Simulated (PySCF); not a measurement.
pentane (C5H12), SMILES CCCCC. Atoms are numbered in the order given.

```xyz
17

C      2.3725     0.5260     0.3226
C      0.9885    -0.0992     0.4918
C      0.0904     0.0899    -0.7338
C     -1.2863    -0.5773    -0.6320
C     -2.1886    -0.0048     0.4624
H      2.9066     0.0879    -0.5372
H      2.9992     0.3767     1.2161
H      2.2995     1.6120     0.1442
H      1.0920    -1.1802     0.6990
H      0.5010     0.3326     1.3827
H     -0.0420     1.1721    -0.9220
H      0.6156    -0.3068    -1.6213
H     -1.7976    -0.4829    -1.6057
H     -1.1507    -1.6619    -0.4672
H     -3.1825    -0.4798     0.4505
H     -1.7646    -0.1575     1.4675
H     -2.3362     1.0802     0.3277
```
Charge 0, spin multiplicity 1.

The structure is a stationary point at B3LYP-D3(BJ)/def2-SVP. Other conformers were not sampled.

Two levels are set side by side: PBE/pcSseg-1 (PySCF) and KT2/pcSseg-1 (PySCF). GIAO shifts against TMS (¹H), TMS (¹³C) at the same level; non-relativistic, no solvent, atoms listed together averaged. Differences are taken from unrounded values.

```
quantity             KT2
------------------  ----
δ(¹³C) of C3 (ppm)  39.9
```

### Question
What does PBE give, and how far is it from KT2? (An estimate is asked for; the answer gives what the named calculation found.)

### Answer

| quantity | PBE | PBE minus KT2 |
|---|---|---|
| δ(¹³C) of C3 (ppm) | 40.6 | 0.7 |

On these quantities the two levels nearly agree.

Rough cost on one machine, each run with all the roots and properties that it gave: KT2 against PBE within a factor of 2.
